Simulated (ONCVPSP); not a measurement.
# Potentials for Se (Z = 34) compared

Generated with ld1.x 7.5 (TM, RRKJ, ultrasoft, PAW), atompaw 4.2 or ONCVPSP 4.0.1. The cutoff is in Ry: for ld1.x and atompaw files where the sum of valence levels is converged to 10 mRy in a Bessel basis, for ONCV files where the hardest occupied wave has 1 mHa per electron of residual kinetic energy. The error is the largest all-electron minus pseudo excitation energy over each file’s own four to seven test configurations (ionisations up to +4, promotions, holes and added fractions of an electron), all of which were solved. The labels leave out finer settings (local radius, basis sizes, second energies), which also bear on the numbers. Spin-polarised tests are not counted. The rows are a selection from randomly drawn settings: files with unsolved tests, undetermined cutoffs or missed reference levels are left out.

A true bound ghost makes a file unfit for plane-wave use even where its test errors are small: the radial tests pick states by their node count and pass the ghost by.

| potential | cutoff (Ry) | largest error (meV) | bound ghosts |
| --- | --- | --- | --- |
| ONCV, PBE, scalar-relativistic, rc 1.05/0.80/0.90 (spd), local smoothed, core correction yes, reference 3s2 3p6 3d10 4s2 4p3.5, qcut 11.5/21.8/18, projectors 3/2/2 | 294 | -78 | none |
| ONCV, PBEsol, scalar-relativistic, rc 1.55/1.95 (sp), local smoothed, core correction no, reference 4s1.5 4p4.5, qcut 3.4/5, projectors 3/1 | 82 | -11 | none |
| ONCV, LDA (Perdew-Zunger), fully relativistic, rc 1.50/1.40/1.05 (spd), local smoothed, core correction yes, reference 3d10 4s2 4p4, qcut 4.4/4.7/14.9, projectors 2/1/1 | 189 | +189 | s |
| ONCV, LDA (Perdew-Wang 92), scalar-relativistic, rc 1.50/1.65/1.50 (spd), local d, core correction yes, reference 4s2 4p4, qcut 4.7/6/6.9, projectors 3/3/0 | 24 | -29 | s, p |
| ONCV, PBE, scalar-relativistic, rc 1.45/1.40/0.65 (spd), local smoothed, core correction no, reference 3d10 4s2 4p3, qcut 4.3/6.3/24.4, projectors 3/1/3 | 448 | -786 | s, p |

Task: Fill in the row for Se: ONCV, LDA (Perdew-Zunger), scalar-relativistic, rc 1.60/1.40/1.40 (spd), local smoothed, core correction yes, reference 4s2 4p3, qcut 4.9/6.9/7.1, projectors 3/3/2.

Result: cutoff 31 Ry, largest error -44 meV, bound ghosts: p, d.

Task: Fill in the row for Se: ONCV, LDA (Perdew-Wang 92), scalar-relativistic, rc 0.80/1.05/0.65 (spd), local smoothed, core correction no, reference 3s2 3p6 3d10 4s1.5 4p4.5, qcut 18.4/13.8/27.9, projectors 2/2/2.

Result: cutoff 531 Ry, largest error +3.2 meV, bound ghosts: none.
